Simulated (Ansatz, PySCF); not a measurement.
System: trimethyl borate, C$_{3}$H$_{9}$BO$_{3}$, net charge 0, singlet state. 
Coordinates optimised at B3LYP-D3(BJ)/def2-TZVP (Ansatz, a program for electronic structure):
```xyz
16

B      0.0000     0.0000     0.0000
O      0.7067     1.1057     0.3787
C      0.2005     2.4109     0.1274
O      0.4986    -1.2472     0.2479
C      1.7523    -1.4105     0.8995
O     -1.2053     0.1415    -0.6266
C     -1.9528    -1.0005    -1.0270
H      0.9290     3.1222     0.5137
H      0.0622     2.5790    -0.9424
H     -0.7567     2.5641     0.6295
H      1.7380    -0.9640     1.8956
H      2.5569    -0.9490     0.3238
H      1.9371    -2.4801     0.9856
H     -1.3907    -1.6076    -1.7392
H     -2.2097    -1.6226    -0.1674
H     -2.8661    -0.6421    -1.4994
```

Total electronic energies in hartree. Valence correlation only, unless marked. Spin-orbit coupling is left out. No relativistic terms. CBS marks a two-point X^-3 extrapolation of the correlation energy; Hartree-Fock from the larger set. [CCSD(T)-MP2]/basis is that difference in the basis named.

```tsv
level	program	energy (Eh)
HF/STO-3G	Ansatz	-363.52613
HF-D4/def2-TZVPD	PySCF + dftd4	-368.44509
PBE-D3(BJ)/def2-TZVPD	Ansatz + dftd3	-370.09219
r2SCAN-D4/def2-TZVPD	Ansatz + dftd4	-370.33382
B3LYP/def2-TZVPD	Ansatz	___
PBE0-D3(BJ)/def2-TZVPD	Ansatz + dftd3	-370.11757
r2SCANh-D4/def2-TZVPD	Ansatz + dftd4	-370.31567
CAM-B3LYP/def2-TZVPD	Ansatz	-370.38500
LC-wPBE-D4/def2-TZVPD	Ansatz + dftd4	-370.32078
LC-wPBE/def2-TZVPD	Ansatz	-370.30898
B2PLYP-D3(BJ)/def2-TZVPD	Ansatz + dftd3	-370.25617
RI-MP2/aug-cc-pVTZ	Ansatz	-369.74662
RI-MP2/cc-pVTZ	Ansatz	-369.71835
CCSD(T)/6-31G	Ansatz	-368.82957
RI-MP2/CBS(cc-pVTZ,cc-pVQZ)+[CCSD(T)-MP2]/cc-pVDZ	Ansatz	-370.0020
```

Question: Complete the blanks.

Answer: 
- B3LYP/def2-TZVPD, energy (Eh): -370.54922
